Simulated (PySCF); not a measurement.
**Bond curve of H2**

Set-up: basis H def2-TZVP; no relativity; PySCF 2.14. Energies in eV from H + H in their ground configurations at the same level. State: singlet, closed shell.

All columns are PBE0.

```csv
R (Å),E (eV),HOMO (eV),LUMO (eV),Mayer bond order,⟨S²⟩
0.641,-4.267,-12.62,2.50,1.00,0.00
0.670,-4.399,-12.43,2.36,1.00,0.00
0.700,-4.479,-12.24,2.21,1.00,0.00
0.723,-4.510,-12.11,2.09,1.00,0.00
0.745,-4.521,-11.98,1.98,1.00,0.00
0.767,-4.513,-11.86,1.85,1.00,0.00
0.797,-4.478,-11.69,1.69,1.00,0.00
0.834,-4.403,-11.50,1.47,1.00,0.00
0.879,-4.275,-11.29,1.21,1.00,0.00
0.939,-4.058,-11.02,0.85,1.00,0.00
```
